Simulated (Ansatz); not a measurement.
```yaml
crystal:
  periodic: [false, false, false]
  atoms:
    - {symbol: Cl, position_ang: [-0.679950, -2.481093, 0.331665]}
    - {symbol: C, position_ang: [0.300028, -1.084007, 0.930084]}
    - {symbol: C, position_ang: [1.301389, -0.664082, -0.130584]}
    - {symbol: C, position_ang: [0.638847, 0.001434, -1.327710]}
    - {symbol: C, position_ang: [-0.243276, 1.165049, -0.895491]}
    - {symbol: C, position_ang: [-1.278011, 0.721617, 0.130008]}
    - {symbol: C, position_ang: [-0.618032, 0.057064, 1.329082]}
    - {symbol: H, position_ang: [0.815725, -1.481369, 1.804525]}
    - {symbol: H, position_ang: [1.988511, 0.046542, 0.347388]}
    - {symbol: H, position_ang: [1.898064, -1.525629, -0.438415]}
    - {symbol: H, position_ang: [0.032820, -0.739164, -1.859672]}
    - {symbol: H, position_ang: [1.406108, 0.341814, -2.028523]}
    - {symbol: H, position_ang: [-0.738071, 1.607432, -1.764693]}
    - {symbol: H, position_ang: [0.384460, 1.953045, -0.459345]}
    - {symbol: H, position_ang: [-1.973328, 0.014567, -0.334050]}
    - {symbol: H, position_ang: [-1.874336, 1.574309, 0.466165]}
    - {symbol: H, position_ang: [0.003202, 0.792445, 1.857159]}
    - {symbol: H, position_ang: [-1.364167, -0.299977, 2.042418]}
basis:
  gaussian: {orbitals: STO-3G, final_grid: {core_spheres: 1, valence_spheres: 1, degree: 1}}
hamiltonian: {xc: {name: r2SCAN}}
output: {forces: true}
```

```sh
$ ansatz run in.yaml --threads 2 --pin off --events-out ev --progress --plain --max-ram 32768MiB --backend cpu
```

Output, abridged:

```
Functional definition: r2SCAN
693 factors; integrals over basis functions are off by at most 4.5e-5 eV
mean field evaluation 1: about -18708.5568 eV, gradient 1.4e1 eV
mean field evaluation 2: about -18708.0333 eV, gradient 2.0e1 eV
mean field evaluation 4: about -18709.2348 eV, gradient 4.7e-1 eV
mean field evaluation 8: about -18649.2161 eV, gradient 3.5e-1 eV
mean field evaluation 16: about -18649.2168 eV, gradient 5.1e-5 eV
mean field -18649.21681972 eV, -685.3460772317 hartree, gradient 5.1e-5 eV, S^2 0.000000; 0 other end points of the search recorded, 0 dependent functions left out
reference -18649.21681982 eV, -685.3460772353 hartree; 32, 32 occupied and 18, 18 virtual orbitals, 693 factors
Total energy: -18649.21681982 eV, -685.3460772353 hartree
Atom 0 at    -0.679950    -2.481093     0.331665 Å, force     0.710580     3.229304    -0.661040 eV/Å
Atom 1 at     0.300028    -1.084007     0.930084 Å, force     2.795277    11.229607    -1.872260 eV/Å
Atom 2 at     1.301389    -0.664082    -0.130584 Å, force    -4.602529    -1.702709    -0.690158 eV/Å
Atom 3 at     0.638847     0.001434    -1.327710 Å, force     0.626537     3.374185     3.748329 eV/Å
Atom 4 at    -0.243276     1.165049    -0.895491 Å, force    -0.591628    -8.931938     3.634837 eV/Å
Atom 5 at    -1.278011     0.721617     0.130008 Å, force     4.687866     1.848302     0.659801 eV/Å
Atom 6 at    -0.618032     0.057064     1.329082 Å, force    -0.603685    -3.205115    -3.731167 eV/Å
Atom 7 at     0.815725    -1.481369     1.804525 Å, force    -1.837059     4.265347    -4.522971 eV/Å
Atom 8 at     1.988511     0.046542     0.347388 Å, force    -3.245485    -3.854783    -0.193828 eV/Å
Atom 9 at     1.898064    -1.525629    -0.438415 Å, force    -3.178910     5.707766     0.953073 eV/Å
Atom 10 at     0.032820    -0.739164    -1.859672 Å, force     1.444240     4.427847     1.987126 eV/Å
Atom 11 at     1.406108     0.341814    -2.028523 Å, force    -3.743441    -3.253700     4.109946 eV/Å
Atom 12 at    -0.738071     1.607432    -1.764693 Å, force     2.564718    -3.731135     5.215896 eV/Å
Atom 13 at     0.384460     1.953045    -0.459345 Å, force    -3.837244    -5.842269    -2.159505 eV/Å
Atom 14 at    -1.973328     0.014567    -0.334050 Å, force     3.457065     3.671609     0.456429 eV/Å
Atom 15 at    -1.874336     1.574309     0.466165 Å, force     2.824247    -5.721248    -0.884599 eV/Å
Atom 16 at     0.003202     0.792445     1.857159 Å, force    -1.326526    -4.575756    -1.653144 eV/Å
Atom 17 at    -1.364167    -0.299977     2.042418 Å, force     3.855979     3.064686    -4.396765 eV/Å
Dipole moment:     0.343144     0.659319     0.125489 e Å
```

Problem. What is wrong with this run?

Solution. The integration grid is far too coarse. The calculation finished and met its thresholds. The result belongs to that input, not to the molecule as meant.
